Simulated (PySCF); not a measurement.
# Two-component Hartree-Fock for Ti (titanium, neutral)

Start: [Ar] 3d4; 3d5/2 filled at m_j = -1/2, +1/2, +3/2, +5/2. Calculated with PySCF 2.14 in x2c-TZVPall-2c with one added diffuse shell each of s, p, d type (7s8p5d1f, 63 functions): generalised Hartree-Fock with the X2C-1e Hamiltonian and a Gaussian nucleus; one run each with spin-orbit coupling (SO) switched off, then screened by Boettger's factors. This is a chosen level, not necessarily the ground level.

```tsv
spinor shell	electrons	ε, spin-free (eV)	ε, screened SO (eV)	weight of nominal j (screened SO)	rms radius, screened SO (bohr)
1s1/2	2	-5045.2	-5045.1	1.000	0.0804
2s1/2	2	-617.90	-617.89	1.000	0.350
2p1/2	2	-513.49	-517.48	1.000	0.318
2p3/2	4	-513.49	-511.53	1.000	0.321
3s1/2	2	-104.34	-104.34	1.000	1.05
3p1/2	2	-73.231	-73.780	0.931	1.12
3p3/2	4	-73.231	-72.961	0.965	1.12
3d5/2	4	-3.526	-3.526	0.697	5.46
```

```csv
quantity,spin-free,screened SO
E (hartree),-851.04646,-851.05285
M_J,4,4
⟨J²⟩,20.003,20.003
⟨L²⟩,6.003,6.004
⟨S²⟩,6.000,6.000
```

Each row is a mean over spinors that exchange with the open shell spreads, by up to 0.600 eV (3p3/2).

Rows whose weight is well below 1 are mixtures of j = l ± 1/2: exchange outweighs spin-orbit coupling there, and the label is only the starting occupation.

Without spin-orbit coupling the j labels of p, d and f shells carry no meaning; the spin-free column gives the mean over the occupied spinors of each nl shell.
